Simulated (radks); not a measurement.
Results of a calculation; reference values are marked as such.
Effect of the nuclear size on neutral tantalum, [Xe] 4f14 5d3 6s2. Level of theory: Dirac Kohn-Sham, PBE, spin-unpolarised, spherical densities, finite nucleus; open shells fill j = l - 1/2 first; Fermi nuclear charge, rms radius 5.3507 fm (a radial shooting solver on a logarithmic mesh with Libxc functionals). The rms radius is varied about that value; shifts are against it.

rms radius (fm) = 4.6498: total energy shift (eV) -13.1; density at nucleus (e/bohr^3) 1.376e+06; 1s1/2 shift (meV) -5340; 2s1/2 shift (meV) -745; 5s1/2 shift (meV) -6.44; 5p1/2 shift (meV) 0.444; 6s1/2 shift (meV) -0.416; 5d3/2 shift (meV) 0.406; 6p1/2 (empty) shift (meV) 0.149
rms radius (fm) = 5.035: total energy shift (eV) -6.07; density at nucleus (e/bohr^3) 1.34e+06; 1s1/2 shift (meV) -2460; 2s1/2 shift (meV) -344; 5s1/2 shift (meV) -2.98; 5p1/2 shift (meV) 0.205; 6s1/2 shift (meV) -0.192; 5d3/2 shift (meV) 0.188; 6p1/2 (empty) shift (meV) 0.069
rms radius (fm) = 5.3507: total energy shift (eV) 0; density at nucleus (e/bohr^3) 1.313e+06; 1s1/2 shift (meV) 0.000; 2s1/2 shift (meV) 0.000; 5s1/2 shift (meV) 0.000; 5p1/2 shift (meV) 0.000; 6s1/2 shift (meV) 0.000; 5d3/2 shift (meV) 0.000; 6p1/2 (empty) shift (meV) 0.000
rms radius (fm) = 5.6664: total energy shift (eV) 6.32; density at nucleus (e/bohr^3) 1.288e+06; 1s1/2 shift (meV) 2560; 2s1/2 shift (meV) 358; 5s1/2 shift (meV) 3.10; 5p1/2 shift (meV) -0.213; 6s1/2 shift (meV) 0.200; 5d3/2 shift (meV) -0.195; 6p1/2 (empty) shift (meV) -0.072
rms radius (fm) = 6.469: total energy shift (eV) 23.4; density at nucleus (e/bohr^3) 1.231e+06; 1s1/2 shift (meV) 9510; 2s1/2 shift (meV) 1330; 5s1/2 shift (meV) 11.5; 5p1/2 shift (meV) -0.789; 6s1/2 shift (meV) 0.741; 5d3/2 shift (meV) -0.725; 6p1/2 (empty) shift (meV) -0.266

Slopes of the eigenvalues against <r^2> in GHz/fm^2, as finite differences over the two radii next to the reference (eigenvalue slopes, not the field-shift constants of lines): 1s1/2 180000, 2s1/2 25100, 5s1/2 217, 5p1/2 -15.0, 6s1/2 14.0, 5d3/2 -13.7, 6p1/2 (empty) -5.04.
